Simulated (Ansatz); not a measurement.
Level of theory: PBE-D3(BJ)/def2-TZVP (Ansatz, a first-principles code). No frequencies were computed at this level.

Ansatz 0.2 input:
```yaml
crystal:
  periodic: [false, false, false]
  atoms:
    - { symbol: B, position_ang: [1.762008, -0.381506, -0.158406] }
    - { symbol: C, position_ang: [0.782292, 0.703465, 0.321382] }
    - { symbol: C, position_ang: [-0.558958, 0.671376, 0.295294] }
    - { symbol: C, position_ang: [-1.419661, -0.433207, -0.204664] }
    - { symbol: H, position_ang: [1.400491, -1.380283, -0.649892] }
    - { symbol: H, position_ang: [2.913121, -0.201898, -0.031079] }
    - { symbol: H, position_ang: [1.209343, 1.612579, 0.735904] }
    - { symbol: H, position_ang: [-1.12128, 1.521951, 0.672285] }
    - { symbol: H, position_ang: [-0.833107, -1.264194, -0.579574] }
    - { symbol: H, position_ang: [-2.067252, -0.785916, 0.599141] }
    - { symbol: H, position_ang: [-2.066997, -0.062368, -1.00039] }
basis:
  gaussian: { orbitals: def2-tzvp }
hamiltonian:
  xc: pbe
  dispersion: d3bj
relax:
  max_steps: 150
```

Output:

```
Functional definition: PBE
1017 factors; their error is unknown
mean field evaluation 1: about -3883.5126 eV, gradient 7.0e1 eV
mean field evaluation 2: about -3864.7486 eV, gradient 1.0e2 eV
mean field evaluation 4: about -3895.1652 eV, gradient 1.6e1 eV
mean field evaluation 8: about -3895.8694 eV, gradient 2.2e-1 eV
mean field evaluation 16: about -3895.8339 eV, gradient 4.0e-4 eV
mean field -3895.83386220 eV, -143.1692537449 hartree, gradient 3.7e-5 eV, S^2 0.000000; 0 other end points of the search recorded, 0 dependent functions left out
reference -3895.83390589 eV, -143.1692553504 hartree; 15, 15 occupied and 151, 151 virtual orbitals, 1017 factors
relax step   1: F+E_penalty+E_count = -3896.02508842 eV  Δ(F+E_penalty+E_count) = +0.000e0 eV  max|allowed force component| = 8.743e-1 eV/Å  Δτ_max = 0.0000 Å  (29 SCF iters, accepted)
these checks for a lower state are left out or cut short: starts, cluster_reference, orbital_swaps, neighbouring_geometries, increment
1017 factors; their error is unknown
mean field -3895.87988298 eV, -143.1709449772 hartree, gradient 2.1e-5 eV, S^2 0.000000; 0 other end points of the search recorded, 0 dependent functions left out
reference -3895.87992684 eV, -143.1709465892 hartree; 15, 15 occupied and 151, 151 virtual orbitals, 1017 factors
relax step   2: F+E_penalty+E_count = -3896.07066516 eV  Δ(F+E_penalty+E_count) = -4.558e-2 eV  max|allowed force component| = 3.275e-1 eV/Å  Δτ_max = 0.0321 Å  (33 SCF iters, accepted)
these checks for a lower state are left out or cut short: starts, cluster_reference, orbital_swaps, neighbouring_geometries, increment
1017 factors; their error is unknown
mean field evaluation 32: about -3895.8860 eV, gradient 2.1e-5 eV
mean field -3895.88600254 eV, -143.1711698669 hartree, gradient 2.1e-5 eV, S^2 0.000000; 0 other end points of the search recorded, 0 dependent functions left out
reference -3895.88604647 eV, -143.1711714813 hartree; 15, 15 occupied and 151, 151 virtual orbitals, 1017 factors
relax step   3: F+E_penalty+E_count = -3896.07672497 eV  Δ(F+E_penalty+E_count) = -6.060e-3 eV  max|allowed force component| = 4.884e-2 eV/Å  Δτ_max = 0.0231 Å  (33 SCF iters, accepted)
these checks for a lower state are left out or cut short: starts, cluster_reference, orbital_swaps, neighbouring_geometries, increment
1017 factors; their error is unknown
mean field -3895.88603125 eV, -143.1711709222 hartree, gradient 2.1e-5 eV, S^2 0.000000; 0 other end points of the search recorded, 0 dependent functions left out
reference -3895.88607518 eV, -143.1711725363 hartree; 15, 15 occupied and 151, 151 virtual orbitals, 1017 factors
relax step   4: F+E_penalty+E_count = -3896.07675985 eV  Δ(F+E_penalty+E_count) = -3.488e-5 eV  max|allowed force component| = 4.238e-2 eV/Å  Δτ_max = 0.0075 Å  (33 SCF iters, accepted)
these checks for a lower state are left out or cut short: starts, cluster_reference, orbital_swaps, neighbouring_geometries, increment
1017 factors; their error is unknown
mean field -3895.88560615 eV, -143.1711552998 hartree, gradient 2.1e-5 eV, S^2 0.000000; 0 other end points of the search recorded, 0 dependent functions left out
reference -3895.88565009 eV, -143.1711569145 hartree; 15, 15 occupied and 151, 151 virtual orbitals, 1017 factors
relax step   5: F+E_penalty+E_count = -3896.07633499 eV  Δ(F+E_penalty+E_count) = +4.249e-4 eV  max|allowed force component| = 6.176e-2 eV/Å  Δτ_max = 0.0214 Å  (32 SCF iters, rejected (line search))
these checks for a lower state are left out or cut short: starts, cluster_reference, orbital_swaps, neighbouring_geometries, increment
1017 factors; their error is unknown
mean field -3895.88636654 eV, -143.1711832437 hartree, gradient 2.1e-5 eV, S^2 0.000000; 0 other end points of the search recorded, 0 dependent functions left out
reference -3895.88641045 eV, -143.1711848574 hartree; 15, 15 occupied and 151, 151 virtual orbitals, 1017 factors
relax step   6: F+E_penalty+E_count = -3896.07712360 eV  Δ(F+E_penalty+E_count) = -3.637e-4 eV  max|allowed force component| = 2.352e-3 eV/Å  Δτ_max = 0.0107 Å  (33 SCF iters, accepted)
1017 factors; their error is unknown
mean field evaluation 64: about -3894.9068 eV, gradient 1.9e1 eV
mean field -3895.88636654 eV, -143.1711832437 hartree, gradient 2.1e-5 eV, S^2 0.000000; 1 other end points of the search recorded, 0 dependent functions left out
reference -3895.88641045 eV, -143.1711848574 hartree; 15, 15 occupied and 151, 151 virtual orbitals, 1017 factors
Total energy: -3896.07716751 eV, -143.1781950502 hartree
Atom 0 at     1.753328    -0.369205    -0.150762 Å, force     0.001316    -0.001278    -0.001680 eV/Å
Atom 1 at     0.799894     0.727230     0.333672 Å, force    -0.002352    -0.001785    -0.000248 eV/Å
Atom 2 at    -0.558510     0.671484     0.296687 Å, force     0.001362    -0.001599    -0.000593 eV/Å
Atom 3 at    -1.408797    -0.440060    -0.211853 Å, force     0.001726     0.002147     0.001479 eV/Å
Atom 4 at     1.348182    -1.397396    -0.628571 Å, force    -0.000963     0.001271     0.001767 eV/Å
Atom 5 at     2.944043    -0.218435    -0.060007 Å, force     0.000237     0.000696    -0.000944 eV/Å
Atom 6 at     1.217956     1.649236     0.754996 Å, force    -0.000562     0.000772     0.001104 eV/Å
Atom 7 at    -1.124522     1.531497     0.681279 Å, force    -0.000437     0.001513     0.000866 eV/Å
Atom 8 at    -0.821359    -1.280518    -0.596451 Å, force    -0.000777    -0.001464    -0.000441 eV/Å
Atom 9 at    -2.074109    -0.802905     0.589621 Å, force    -0.000486     0.000606    -0.000858 eV/Å
Atom 10 at    -2.076104    -0.070931    -1.008610 Å, force     0.000937    -0.000880    -0.000451 eV/Å
Dipole moment:    -0.405595     0.109721     0.046554 e Å
```

Cost: about 24 core-seconds (a rough figure).
